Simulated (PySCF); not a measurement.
C2H7NSi2, SMILES C[Si@@H]1N=C[SiH2]1. Atoms are numbered in the order given.

```xyz
12

C      2.2218     0.8227    -0.0318
Si     0.7716    -0.3054    -0.4165
N     -0.5842     0.5621    -1.2542
C     -1.5768     0.4350    -0.4412
Si    -1.0063    -0.5754     1.1071
H      2.6869     1.1744    -0.9673
H      1.8928     1.7014     0.5437
H      2.9882     0.2888     0.5529
H      1.2345    -1.4814    -1.2109
H     -2.5609     0.8799    -0.6933
H     -1.6975    -1.8850     1.3203
H     -1.0391     0.1719     2.4039
```
Charge 0, spin multiplicity 1.

Geometry optimised at B3LYP-D3(BJ)/def2-SVP. The structure was generated by enumeration; whether it is a known compound was not checked.

Computed with TDA-PBE/def2-SVPD (PySCF).

Vertical excitations. 

Computed lowest excited states:
| state | energy (eV) | λ (nm) | f | main pairs |
|---|---|---|---|---|
| S1 | 3.49 | 356 | 0.000 | HOMO→LUMO 99 % |
| S2 | 4.42 | 280 | 0.000 | HOMO−1→LUMO 99 % |
| S3 | 4.46 | 278 | 0.002 | HOMO→LUMO+1 99 % |
| S4 | 4.88 | 254 | 0.008 | HOMO→LUMO+2 94 % |
| S5 | 4.97 | 249 | 0.001 | HOMO→LUMO+3 95 % |
| S6 | 5.49 | 226 | 0.018 | HOMO→LUMO+4 98 % |
| S7 | 5.85 | 212 | 0.006 | HOMO−2→LUMO 64 %, HOMO−3→LUMO 19 % |
| S8 | 6.04 | 205 | 0.001 | HOMO→LUMO+5 96 % |
| S9 | 6.13 | 202 | 0.029 | HOMO−1→LUMO+1 51 %, HOMO−1→LUMO+2 27 % |
| S10 | 6.24 | 199 | 0.016 | HOMO−3→LUMO 41 %, HOMO→LUMO+6 31 %, HOMO−1→LUMO+2 17 % |
| T1 | 2.74 | 452 | 0 | HOMO→LUMO 100 % |
| T2 | 4.22 | 294 | 0 | HOMO−1→LUMO 97 % |
| T3 | 4.30 | 288 | 0 | HOMO→LUMO+1 97 % |
| T4 | 4.61 | 269 | 0 | HOMO→LUMO+2 95 % |
Triplets are in the Tamm–Dancoff approximation.
